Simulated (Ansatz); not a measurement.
(H3Ge)2CH2 (CH8Ge2), relaxed as a singlet with RKS r2SCAN-D4/def2-SVP in Ansatz, starting from the GFN2-xTB geometry. Force threshold 0.02 eV/Å.

Start:

```xyz
11

Ge   -0.606    0.491    1.455
H    -0.686   -0.086    2.837
H    -2.002    0.776    1.001
H     0.114    1.797    1.550
C     0.313   -0.744    0.234
Ge    0.415   -0.041   -1.597
H    -0.945    0.177   -2.176
H     1.141    1.263   -1.643
H     1.144   -0.997   -2.494
H    -0.209   -1.701    0.227
H     1.321   -0.934    0.605
```

**Question.** Estimate the energy that the relaxation releases and the steps that it takes.

**Answer.** 0.12 eV, in 5 steps; 8 s on 4 threads of Arm Neoverse V1 on a shared host. No frequencies were taken in this run, so the end may be a saddle point.

**Question.** Does the start keep its bonding and symmetry?

**Answer.** By distances, no bond broke or formed. The bond that changes most is Ge6–H8, from 1.49 to 1.54 Å (atoms count from 1). Point group C2v at the start, C2v at the end, both within 0.05 Å; within 0.015 Å the end is C2.

**Question.** Predict the relaxed structure.

**Answer.** 
```xyz
11

Ge   -0.6089    0.4901    1.4689
H    -0.6701   -0.1316    2.8748
H    -2.0418    0.7602    0.9811
H     0.1469    1.8267    1.5475
C     0.3023   -0.7176    0.2264
Ge    0.4220   -0.0466   -1.6089
H    -0.9892    0.1718   -2.1786
H     1.1761    1.2933   -1.6287
H     1.1698   -1.0524   -2.5009
H    -0.2283   -1.6842    0.2166
H     1.3211   -0.9098    0.6017
```
Bond lengths: 2 × C–Ge 1.96 Å; 6 × Ge–H 1.54 Å; 2 × C–H 1.10 Å.
